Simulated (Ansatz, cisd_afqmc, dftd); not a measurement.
System: C₃H₆O, charge 0, singlet. C3H6O (SMILES C=CCO).
B3LYP-D3(BJ)/def2-TZVP minimum from Ansatz (a program for electronic structure):
```xyz
10

C      1.6892    -0.3896    -0.5271
C      0.7546     0.1540     0.2425
C     -0.6261     0.4924    -0.2244
O     -1.6295    -0.1713     0.5449
H      1.5002    -0.6114    -1.5719
H      2.6760    -0.6245    -0.1493
H      0.9599     0.3622     1.2888
H     -0.7297     0.2642    -1.2921
H     -0.8254     1.5579    -0.0904
H     -1.4513    -1.1180     0.5094
```

Property: atomisation energy (electronic, to ground-state atoms), in kcal/mol. Radicals and triplets start from unrestricted determinants; spin-orbit coupling is neglected. Correlated methods leave the cores frozen. Rows without X2C or -DK are non-relativistic. AFQMC is phaseless with a CISD trial state; ± is one standard error, without the phaseless bias. Outlying blocks are dropped, and bars are widened where a walk drifts. Over all cases where full CI ran beside it in this data, AFQMC minus full CI had a median of +0.1 mEh and passed +0.4 mEh in a tenth of the cases. CBS(X,Y): correlation extrapolated as X^-3, Hartree-Fock from the larger set. A bracket is a step between two methods taken in the basis named. The functionals are non-relativistic, so their misses hold any scalar relativity. Double hybrids freeze cores in their MP2 part. '+ core + X2C': CCSD(T) terms for core correlation (cc-pwCVTZ) and scalar relativity (cc-pVTZ-DK). Where a partner has so few electrons that a lower coupled-cluster level is exact, that level stands in.

| level | program | atomisation energy (kcal/mol) | difference against the last row |
|---|---|---|---|
| HF/cc-pVQZ | Ansatz | 699.5 | -260.1 |
| PBE/def2-TZVPD | Ansatz | 976.3 | 16.7 |
| r2SCAN-D3(BJ)/def2-TZVPD | Ansatz + dftd3 | 957.1 | -2.5 |
| r2SCAN-D4/def2-TZVPD | Ansatz + dftd4 | 956.9 | -2.7 |
| r2SCAN/def2-TZVPD | Ansatz | 956.1 | -3.5 |
| B3LYP-D4/def2-TZVPD | Ansatz + dftd4 | 956.5 | -3.1 |
| PBE0/def2-TZVPD | Ansatz | 957.6 | -2.0 |
| wB97X-V/def2-TZVPD | Ansatz | 955.0 | -4.6 |
| B2GP-PLYP-D3(BJ)/def2-TZVPD | Ansatz + dftd3 | 944.4 | -15.2 |
| MP2/cc-pVDZ | Ansatz | 897.4 | -62.2 |
| CCSD(T)/cc-pVQZ | Ansatz | 947.0 | -12.6 |
| CCSDT(Q)/cc-pVDZ | Ansatz | 885.5 | -74.1 |
| AFQMC/CISD/cc-pVTZ | cisd_afqmc | 933.5 ± 0.3 | -26.1 |
| CCSD(T)/CBS(cc-pVTZ,cc-pVQZ) + [AFQMC/CISD - CCSD(T)]/cc-pVTZ + core + X2C | Ansatz + cisd_afqmc | 959.1 ± 0.3 | -0.5 |
| CCSD(T)/CBS(cc-pVTZ,cc-pVQZ) + [CCSDT(Q) - CCSD(T)]/cc-pVDZ + core + X2C | Ansatz | 959.6 | 0.0 |
